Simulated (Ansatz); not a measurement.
`CCB(O)BCl` + `CB([SiH3])S` → `CB([SiH3])BCl` + `CCB(O)S`  (redistribution)

Gas-phase electronic energies from Ansatz, PBE0-D4/def2-TZVP geometries. CBS: MP2 limit from def2 TZ/QZ plus the TZ coupled-cluster correction, frozen cores. DFT in def2-TZVPP. B3LYP here is the variant with VWN-RPA as its local correlation; programs differ in this. Each species was taken in one conformer, which may not be the lowest.

```json
{"level": "PBE-D4", "ΔE (kJ/mol)": "3.3", "difference from CCSD(T)/CBS": "-3.7"}
{"level": "ωB97X-V", "ΔE (kJ/mol)": "3.2", "difference from CCSD(T)/CBS": "-3.8"}
{"level": "ωB97M-V", "ΔE (kJ/mol)": "3.6", "difference from CCSD(T)/CBS": "-3.4"}
{"level": "B2PLYP", "ΔE (kJ/mol)": "4.6", "difference from CCSD(T)/CBS": "-2.4"}
{"level": "PBE", "ΔE (kJ/mol)": "3.4", "difference from CCSD(T)/CBS": "-3.6"}
{"level": "r2SCAN", "ΔE (kJ/mol)": "-2.1", "difference from CCSD(T)/CBS": "-9.1"}
{"level": "PBE0", "ΔE (kJ/mol)": "1.7", "difference from CCSD(T)/CBS": "-5.3"}
{"level": "B3LYP", "ΔE (kJ/mol)": "1.9", "difference from CCSD(T)/CBS": "-5.1"}
{"level": "HF/def2-TZVPP", "ΔE (kJ/mol)": "-3.4", "difference from CCSD(T)/CBS": "-10.4"}
{"level": "MP2/def2-TZVPP", "ΔE (kJ/mol)": "6.9", "difference from CCSD(T)/CBS": "-0.1"}
{"level": "SCS-MP2/def2-TZVPP", "ΔE (kJ/mol)": "7.0", "difference from CCSD(T)/CBS": "0.0"}
{"level": "CCSD(T)/def2-TZVPP", "ΔE (kJ/mol)": "7.8", "difference from CCSD(T)/CBS": "0.8"}
{"level": "HF/def2-QZVPP", "ΔE (kJ/mol)": "-3.7", "difference from CCSD(T)/CBS": "-10.7"}
{"level": "MP2/def2-QZVPP", "ΔE (kJ/mol)": "6.3", "difference from CCSD(T)/CBS": "-0.7"}
{"level": "SCS-MP2/def2-QZVPP", "ΔE (kJ/mol)": "6.4", "difference from CCSD(T)/CBS": "-0.6"}
{"level": "MP2/CBS(def2)", "ΔE (kJ/mol)": "6.1", "difference from CCSD(T)/CBS": "-0.9"}
{"level": "CCSD(T)/CBS", "ΔE (kJ/mol)": "7.0", "difference from CCSD(T)/CBS": "0"}
```

Largest T1 diagnostic among the species: 0.014.

In def2-TZVPP, CCSD(T) changes the Hartree–Fock value by +11.2 kJ/mol (the triples alone add +2.3 kJ/mol) and MP2 by +10.3 kJ/mol.
